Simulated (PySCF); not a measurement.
C$_{3}$H$_{10}$OSi, triplet, at the geometry of the source list (a higher spin typed on purpose: for a closed-shell molecule this is an excited state) (in this run its highest filled SCF level lies above zero, so its values depend strongly on the basis, on diffuse functions most of all); TPSS/STO-3G run with PySCF.

Here is a job for PySCF.
```python
from pyscf import gto, scf, dft

mol = gto.Mole()
mol.atom = '''
    C    -0.235800    1.252900   -1.287700
    Si   -0.182500    0.083400    0.219000
    C    -0.982800   -1.592900   -0.170400
    C     1.627500   -0.118800    0.787700
    O    -1.110300    0.667100    1.437700
    H     0.320500    0.851600   -2.127900
    H     0.187200    2.226500   -1.054300
    H    -1.257900    1.412600   -1.619100
    H    -0.969100   -2.240400    0.700200
    H    -0.464700   -2.105300   -0.974200
    H    -2.018600   -1.467900   -0.468700
    H     2.244300   -0.564600    0.014800
    H     2.074900    0.837000    1.048100
    H     1.690000   -0.757400    1.664200
    H    -0.922700    1.516300    1.830600
'''
mol.basis = 'sto-3g'
mol.charge = 0
mol.spin = 2
mol.verbose = 4
mol.build()

mf = dft.UKS(mol)
mf.xc = 'tpss'
mf.kernel()
```

The log (banner, timings and long lists left out):

```
PySCF version 2.14.0

[INPUT] verbose = 4
[INPUT] num. atoms = 15
[INPUT] num. electrons = 50
[INPUT] charge = 0
[INPUT] spin (= nelec alpha-beta = 2S) = 2
[INPUT] symmetry False subgroup None
[INPUT] Mole.unit = angstrom
[INPUT] Symbol           X                Y                Z      unit          X                Y                Z       unit  Magmom
[INPUT]  1 C     -0.235800000000   1.252900000000  -1.287700000000 AA   -0.445597420172   2.367637861468  -2.433400330602 Bohr   0.0
[INPUT]  2 Si    -0.182500000000   0.083400000000   0.219000000000 AA   -0.344875017733   0.157603158789   0.413850021280 Bohr   0.0
[INPUT]  3 C     -0.982800000000  -1.592900000000  -0.170400000000 AA   -1.857222835223  -3.010144743820  -0.322009331626 Bohr   0.0
[INPUT]  4 C      1.627500000000  -0.118800000000   0.787700000000 AA    3.075529267730  -0.224499463598   1.488537268320 Bohr   0.0
[INPUT]  5 O     -1.110300000000   0.667100000000   1.437700000000 AA   -2.098162916105   1.260636297697   2.716859249287 Bohr   0.0
[INPUT]  6 H      0.320500000000   0.851600000000  -2.127900000000 AA    0.605657222923   1.609290767680  -4.021148220462 Bohr   0.0
[INPUT]  7 H      0.187200000000   2.226500000000  -1.054300000000 AA    0.353756730519   4.207475216344  -1.992338253129 Bohr   0.0
[INPUT]  8 H     -1.257900000000   1.412600000000  -1.619100000000 AA   -2.377086492090   2.669427123561  -3.059655568283 Bohr   0.0
[INPUT]  9 H     -0.969100000000  -2.240400000000   0.700200000000 AA   -1.831333587316  -4.233742409476   1.323186232420 Bohr   0.0
[INPUT] 10 H     -0.464700000000  -2.105300000000  -0.974200000000 AA   -0.878155730085  -3.978440410047  -1.840971190551 Bohr   0.0
[INPUT] 11 H     -2.018600000000  -1.467900000000  -0.468700000000 AA   -3.814601155047  -2.773928978249  -0.885714634584 Bohr   0.0
[INPUT] 12 H      2.244300000000  -0.564600000000   0.014800000000 AA    4.241112341361  -1.066939369929   0.027967946644 Bohr   0.0
[INPUT] 13 H      2.074900000000   0.837000000000   1.048100000000 AA    3.920992735860   1.581700766261   1.980621951157 Bohr   0.0
[INPUT] 14 H      1.690000000000  -0.757400000000   1.664200000000 AA    3.193637150515  -1.431278566746   3.144882216501 Bohr   0.0
[INPUT] 15 H     -0.922700000000   1.516300000000   1.830600000000 AA   -1.743650295136   2.865391722678   3.459332643629 Bohr   0.0

nuclear repulsion = 249.473804067364
number of shells = 27
number of NR pGTOs = 117
number of NR cGTOs = 39
basis = sto-3g
ecp = {}

******** <class 'pyscf.dft.uks.UKS'> ********
method = UKS
initial guess = minao
damping factor = 0
level_shift factor = 0
DIIS = <class 'pyscf.scf.diis.CDIIS'>
diis_start_cycle = 1
diis_space = 8
diis_damp = 0
SCF conv_tol = 1e-09
SCF conv_tol_grad = None
SCF max_cycles = 50
direct_scf = True
direct_scf_tol = 1e-13
number electrons alpha = 26  beta = 24
XC library pyscf.dft.libxc version 7.1.2
    S. Lehtola, C. Steigemann, M. J. T. Oliveira, and M. A. L. Marques,  SoftwareX 7, 1–5 (2018)
XC functionals = tpss
    J. Tao, J. P. Perdew, V. N. Staroverov, and G. E. Scuseria,  Phys. Rev. Lett. 91, 146401 (2003)
    J. P. Perdew, J. Tao, V. N. Staroverov, and G. E. Scuseria,  J. Chem. Phys. 120, 6898 (2004)
    J. Tao, J. P. Perdew, V. N. Staroverov, and G. E. Scuseria,  Phys. Rev. Lett. 91, 146401 (2003)
    J. P. Perdew, J. Tao, V. N. Staroverov, and G. E. Scuseria,  J. Chem. Phys. 120, 6898 (2004)
radial grids:
    Treutler-Ahlrichs [JCP 102, 346 (1995); DOI:10.1063/1.469408] (M4) radial grids

becke partition: Becke, JCP 88, 2547 (1988); DOI:10.1063/1.454033
pruning grids: <function nwchem_prune>
grids dens level: 3
symmetrized grids: False
atomic radii adjust function: <function treutler_atomic_radii_adjust>
small_rho_cutoff = 0
Set gradient conv threshold to 3.16228e-05
tot grids = 173696
init E= -479.305160928612

cycle= 1 E= -478.791077162632  delta_E= 0.514  |g|= 0.493  |ddm|= 3.81

cycle= 2 E= -477.729960967032  delta_E= 1.06  |g|= 1.39  |ddm|= 3.84

cycle= 3 E= -478.993502350025  delta_E= -1.26  |g|= 0.232  |ddm|= 3.84

cycle= 4 E= -478.99541486282  delta_E= -0.00191  |g|= 0.186  |ddm|= 1.11

cycle= 5 E= -479.029238438217  delta_E= -0.0338  |g|= 0.0451  |ddm|= 1.02

cycle= 6 E= -479.030897667494  delta_E= -0.00166  |g|= 0.0184  |ddm|= 0.214

cycle= 7 E= -479.031193012913  delta_E= -0.000295  |g|= 0.00528  |ddm|= 0.0723

cycle= 8 E= -479.031222690175  delta_E= -2.97e-05  |g|= 0.00167  |ddm|= 0.0371

cycle= 9 E= -479.03122539827  delta_E= -2.71e-06  |g|= 0.00046  |ddm|= 0.00521

cycle= 10 E= -479.031225582825  delta_E= -1.85e-07  |g|= 0.000298  |ddm|= 0.00302

cycle= 11 E= -479.031225708933  delta_E= -1.26e-07  |g|= 4.18e-05  |ddm|= 0.00249

cycle= 12 E= -479.031225711645  delta_E= -2.71e-09  |g|= 1.7e-05  |ddm|= 0.000288

cycle= 13 E= -479.031225711798  delta_E= -1.53e-10  |g|= 1.36e-05  |ddm|= 7.65e-05

Extra cycle  E= -479.031225711589  delta_E= 2.09e-10  |g|= 2.13e-05  |ddm|= 0.000107
converged SCF energy = -479.031225711589  <S^2> = 2.0011493  2S+1 = 3.0007661
```
